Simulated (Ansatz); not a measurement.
Basis-set series for CH5GaOSi. Total charge 0; spin multiplicity 1. The bonds changed during the relaxation, so this is another structure than the one it started from. Geometry: relaxed with PBE0-D4/def2-TZVP.

```tsv
atom	x (Å)	y (Å)	z (Å)
C1	1.231	0.001	-1.086
Si2	0.414	-0.501	0.486
O3	-0.976	-0.008	0.916
Ga4	-2.508	1.257	1.475
H5	1.927	-0.769	-1.428
H6	0.490	0.202	-1.860
H7	1.804	0.919	-0.915
H8	1.268	-1.241	1.443
H9	-3.649	0.141	0.969
```

| functional | basis | functions | energy (Eh) | HOMO (eV) | LUMO (eV) |
| --- | --- | --- | --- | --- | --- |
| PBE0-D4 | def2-SVP | 103 | -2329.73515 | -4.44 | -2.26 |
| PBE0-D4 | def2-TZVPP | 222 | -2330.22713 | -4.47 | -2.41 |
| ωB97M-V | def2-SVP | 103 | -2330.06025 | -6.13 | -0.48 |
| ωB97M-V | def2-TZVPP | 222 | -2330.55694 | -6.19 | -0.71 |

Task: Give the rows for def2-QZVPP. (An estimate is asked.)

Result: Computed: 
| functional | basis | functions | energy (Eh) | HOMO (eV) | LUMO (eV) |
| --- | --- | --- | --- | --- | --- |
| PBE0-D4 | def2-QZVPP | 423 | -2330.28746 | -4.51 | -2.47 |
| ωB97M-V | def2-QZVPP | 423 | -2330.61504 | -6.24 | -0.82 |

Scalar relativity is left out up to krypton.
